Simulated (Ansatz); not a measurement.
Harmonic frequencies (cm⁻¹) at PBE0-D4/def2-TZVP from Ansatz: 79, 142, 235, 257, 344, 486, 526, 592, 728, 850, 880, 892, 912, 953, 2225, 2259, 2670, 3898.

Each molecule was computed in one conformer, which needn't be the lowest.

(1) Which molecule is it?
A. `O[SiH2]SS`
B. `BC=NB`
C. `OB1NB1F`
D. `O[SiH](S)S`

Answers

(1) A.
